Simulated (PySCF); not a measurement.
# Atomic charges by several schemes

C7H13P.
SMILES with atom numbers: `[CH3:1][CH2:2][P:3]1[CH2:4][CH:5]=[C:6]([CH3:7])[CH2:8]1` (hydrogens: H9, H10, H11 on C1; H12, H13 on C2; H14, H15 on C4; H16 on C5; H17, H18, H19 on C7; H20, H21 on C8)

Cartesian coordinates in Å at the GFN2-xTB level; atoms count from 1:
```xyz
21
C7H13P angstrom
C      2.673    0.848    0.754
C      1.774   -0.338    0.431
P      0.993   -0.181   -1.259
C     -0.115   -1.682   -1.128
C     -1.310   -1.254   -0.335
C     -1.477    0.047   -0.152
C     -2.602    0.695    0.585
C     -0.431    0.928   -0.777
H      3.125    0.729    1.737
H      2.108    1.779    0.749
H      3.468    0.932    0.016
H      0.987   -0.447    1.183
H      2.369   -1.255    0.421
H     -0.414   -2.002   -2.132
H      0.421   -2.516   -0.668
H     -1.993   -2.004    0.034
H     -2.221    1.268    1.431
H     -3.304   -0.049    0.954
H     -3.133    1.386   -0.070
H     -0.096    1.719   -0.102
H     -0.831    1.414   -1.673
```

Density: PBE0/pcSseg-1 (PySCF); schemes: Mulliken, IAO, Hirshfeld and ESP-fitted. Isolated species at its GFN2-xTB geometry (one conformer only).

Question: Do the Mulliken, IAO, Hirshfeld and ESP-fitted schemes agree on where the charge is lowest?

Answer: The schemes don't all agree: Mulliken C2 (-0.467); IAO C8 (-0.448); Hirshfeld C1 (-0.122); ESP-fitted C7 (-0.734).

Question: At which atom do the 4 schemes differ most?

Answer: At P3: from -0.529 (ESP-fitted) to +0.460 e (IAO), 0.989 e apart.

Question: Which atoms carry the highest charge in the Mulliken, IAO, Hirshfeld and ESP-fitted schemes?

Answer: The schemes don't all agree: Mulliken P3 (+0.321); IAO P3 (+0.460); Hirshfeld P3 (+0.141); ESP-fitted C2 (+0.367).

Question: Give the atomic charges in each scheme.

Answer: In e:

```
atom                      environment  Mulliken     IAO  Hirshfeld  ESP-fitted
  C1                    methyl carbon    -0.259  -0.414     -0.122      -0.521
  C2   sp3 carbon bound to phosphorus    -0.467  -0.429     -0.115      +0.367
  P3             phosphine phosphorus    +0.321  +0.460     +0.141      -0.529
  C4   sp3 carbon bound to phosphorus    -0.371  -0.444     -0.119      +0.335
  C5                 alkene CH carbon    -0.050  -0.180     -0.064      -0.570
  C6  fully substituted alkene carbon    -0.380  +0.011     +0.004      +0.348
  C7                   allylic carbon    -0.130  -0.424     -0.117      -0.734
  C8   sp3 carbon bound to phosphorus    -0.341  -0.448     -0.119      +0.343
  H9                  methyl hydrogen    +0.121  +0.143     +0.041      +0.100
 H10                  methyl hydrogen    +0.111  +0.132     +0.035      +0.160
 H11                  methyl hydrogen    +0.120  +0.142     +0.036      +0.135
 H12               methylene hydrogen    +0.149  +0.134     +0.028      -0.077
 H13               methylene hydrogen    +0.143  +0.140     +0.037      +0.018
 H14               methylene hydrogen    +0.160  +0.152     +0.036      +0.006
 H15               methylene hydrogen    +0.144  +0.146     +0.041      -0.023
 H16                 vinylic hydrogen    +0.071  +0.143     +0.043      +0.175
 H17                  methyl hydrogen    +0.122  +0.147     +0.044      +0.190
 H18                  methyl hydrogen    +0.112  +0.147     +0.045      +0.213
 H19                  methyl hydrogen    +0.122  +0.148     +0.045      +0.157
 H20               methylene hydrogen    +0.141  +0.140     +0.040      -0.065
 H21               methylene hydrogen    +0.161  +0.152     +0.038      -0.027
```

Mean size of the charges over all atoms: ESP-fitted 0.243 e, IAO 0.223 e, Mulliken 0.190 e, Hirshfeld 0.062 e. Each set sums to the total charge, 0, to within 0.001 e. The Hirshfeld scheme weights the molecular density at each point by an atom's share of the summed free-atom densities. The IAO scheme counts the electrons in orthogonalised intrinsic atomic orbitals, a minimal basis polarised so that it spans the occupied orbitals exactly.

Question: How many electrons does the ESP-fitted scheme count on C8?

Answer: Z − q = 6 − (+0.343) = 5.657.

Question: How closely do the schemes follow one another over all atoms?

Answer: Correlation coefficient and root-mean-square difference: IAO with Hirshfeld 1.00, 0.189 e; Mulliken with IAO 0.88, 0.125 e; Mulliken with Hirshfeld 0.87, 0.162 e; Hirshfeld with ESP-fitted 0.07, 0.320 e; IAO with ESP-fitted 0.04, 0.403 e; Mulliken with ESP-fitted -0.24, 0.428 e.

Question: Sum the charges by element, for elements with more than one atom.

Answer: 
| element | atoms | Mulliken | IAO | Hirshfeld | ESP-fitted |
| --- | --- | --- | --- | --- | --- |
| C | 7 | -1.998 | -2.328 | -0.651 | -0.432 |
| H | 13 | +1.677 | +1.868 | +0.510 | +0.961 |

These values come from a run that also computed NMR shieldings. Rough CPU time on one thread of a shared machine: about 1.8 min.
